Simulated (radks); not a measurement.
Nd10+, configuration [Kr] 4d10 4f2 5s2. Method: scalar-relativistic Kohn-Sham, PBE, spin-unpolarised, spherical densities, finite nucleus; Fermi nuclear charge, rms radius 4.9123 fm; computed with a radial shooting solver on a logarithmic mesh with Libxc functionals.

Normalised radial functions P(r) = r R(r), r in bohr:

r              4s       4p
0.002148   0.1666   0.0077
0.003205   0.2222   0.0154
0.004781   0.2850   0.0305
0.00719    0.3444   0.0603
0.01073    0.3713   0.1143
0.016      0.3222   0.2062
0.02406    0.1379   0.3463
0.0359    -0.1874   0.5017
0.05398   -0.5297   0.5669
0.08053   -0.5311   0.3422
0.1201     0.0781  -0.2587
0.1807     0.8349  -0.8203
0.2695     0.4926  -0.4486
0.4053    -0.9475   0.8384
0.6046    -1.5057   1.4608
0.902     -0.7493   0.8503
1.356     -0.1249   0.1828
2.024     -0.0055   0.0118
3.019     0.0000   0.0001

4s: eigenvalue -461.42 eV, 3 radial nodes at r = 0.0290, 0.116, 0.314 bohr, <r> = 0.603 bohr, 90 % of the charge inside 0.864 bohr. 4p: eigenvalue -383.84 eV, 2 radial nodes at r = 0.103, 0.315 bohr, <r> = 0.636 bohr, 90 % of the charge inside 0.922 bohr.
